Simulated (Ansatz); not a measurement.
This Ansatz (a first-principles code) input (CCSD(T)/aug-cc-pV(D+d)Z) gives -580.37987 Eh with 100 basis functions. A basis named .json is the Basis Set Exchange file of that set (core-valence sets with the plain set on hydrogen).

Ansatz 0.2 input:
```yaml
crystal:
  periodic: [false, false, false]
  atoms:
    - {symbol: Si, position_ang: [0.00714127, 1.04995696, 0.80957954]}
    - {symbol: H, position_ang: [-0.41840924, 1.86076314, -0.40814884]}
    - {symbol: Si, position_ang: [0.01975272, -0.90056355, -0.58375403]}
    - {symbol: H, position_ang: [0.97687736, -0.69981080, -1.70695297]}
    - {symbol: H, position_ang: [-1.33626862, -1.10126450, -1.16589692]}
    - {symbol: H, position_ang: [0.40128468, -2.15119550, 0.11944169]}
basis:
  gaussian:
    orbitals: aug-cc-pV_D+d_Z.json
magnetization: {spin_polarized: false}
correlation: {method: ccsd_t, electrons: outside_noble_gas}
```

Change:
```diff
- orbitals: aug-cc-pV_D+d_Z.json
+ orbitals: aug-cc-pV_T+d_Z.json
```

### Question
What does the run give now?

### Answer
-580.43878 Eh (CCSD(T)/aug-cc-pV(T+d)Z, 202 functions), a change of -58.91 mEh.
